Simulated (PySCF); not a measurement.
A geometry optimisation on Li4H4.

Computed with PBE0-D3(BJ)/def2-SVP geometry optimisation, gas phase (PySCF 2.14.0). Start geometry: GFN1-xTB. A driver script takes a list of jobs; this job's settings line and coordinates (Å) are shown.

Input:
```
{"job": {"xc": "PBE0", "basis": "def2-SVP", "d3": "d3bj", "grid": 1, "maxiter": 40, "kind": "geom"}, "charge": 0, "multiplicity": 1}
Li     1.293290     0.325620     0.645200
H      0.541010     1.489960    -0.553290
Li    -0.996260     1.046320     0.327570
H     -0.198880     0.067650     1.662670
Li    -0.485230    -1.311870     0.491600
H      1.125480    -1.185740    -0.374880
Li     0.180880    -0.063960    -1.470610
H     -1.460300    -0.367970    -0.728270
```

Output:
```
step   0  E = -32.42120321  max force = 0.006177
step   1  E = -32.42154518  max force = 0.005210
step   2  E = -32.42241716  max force = 0.001102
step   3  E = -32.42242422  max force = 0.000781
step   4  E = -32.42242863  max force = 0.000283
optimisation converged
```

Energies in Eh; «max force» is the largest Cartesian gradient component in Eh/bohr.

Q: Give the first gradient maximum in eV/Å.

A: With 1 Eh/bohr = 51.422 eV/Å, 0.318 eV/Å.

Summary of the converged run: final energy -32.42243 Eh after 4 steps; dipole 0.03 D.

Q: How long does this job take on one thread, Arm Neoverse V2, on a shared host?

A: About 3.5 s.
Labels such as C1 count atoms from 1, the log's own numbers from 0.
